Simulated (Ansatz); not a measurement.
Geometry optimisation, RHF/6-31G* (Ansatz 0.2.0).

The input (input.yaml):

```yaml
crystal:
  periodic: [false, false, false]
  atoms:
    - { symbol: F, position_ang: [2.0528, -1.4265, 1.2093] }
    - { symbol: C, position_ang: [0.9231, -0.9344, 0.5452] }
    - { symbol: F, position_ang: [0.0578, -1.8236, -0.0091] }
    - { symbol: "N", position_ang: [0.821, 0.3506, 0.4681] }
    - { symbol: Si, position_ang: [-0.6646, 0.8295, -0.4032] }
    - { symbol: H, position_ang: [-0.7352, 2.3315, -0.3865] }
    - { symbol: H, position_ang: [-0.5492, 0.3302, -1.7695] }
    - { symbol: H, position_ang: [-1.8136, 0.2856, 0.2897] }
basis:
  gaussian: { orbitals: "6-31G*" }
hamiltonian:
  xc: hf
relax:
  f_tol: 0.02
  max_steps: 50
output:
  orbitals: {}
```

Command:

```bash
$ ansatz run input.yaml --threads 1 --pin off --max-ram 2048MiB --backend cpu --events-out ev --progress --plain --runs-dir out
```

Task: Where does it end, and by what steps?

Result: It converged. After 8 steps the energy has fallen by 1.000 eV; F3 moved furthest, 0.39 Å.

| step | energy less start (eV) | largest force component (eV/Å) | accepted |
| --- | --- | --- | --- |
| 0 | 0.0000 | 5.826 | yes |
| 1 | -0.7510 | 2.463 | yes |
| 2 | -0.8551 | 2.513 | yes |
| 3 | -0.9727 | 0.778 | yes |
| 4 | -0.9916 | 0.181 | yes |
| 5 | -0.9953 | 0.173 | yes |
| 6 | -0.9980 | 0.152 | yes |
| 7 | -0.9996 | 0.049 | yes |
| 8 | -1.0000 | 0.004 | yes |

```xyz
8
Properties=species:S:1:pos:R:3
F 2.048 -1.373 1.188
C 0.985 -0.962 0.572
F 0.308 -2.024 0.216
N 0.693 0.200 0.374
Si -0.697 0.877 -0.433
H -0.623 2.337 -0.309
H -0.682 0.498 -1.857
H -1.939 0.390 0.192
```

Run time: 18 s on 1 thread of Intel(R) Xeon(R) Platinum 8488C (Sapphire Rapids) (shared host), peak memory 0.16 GiB.
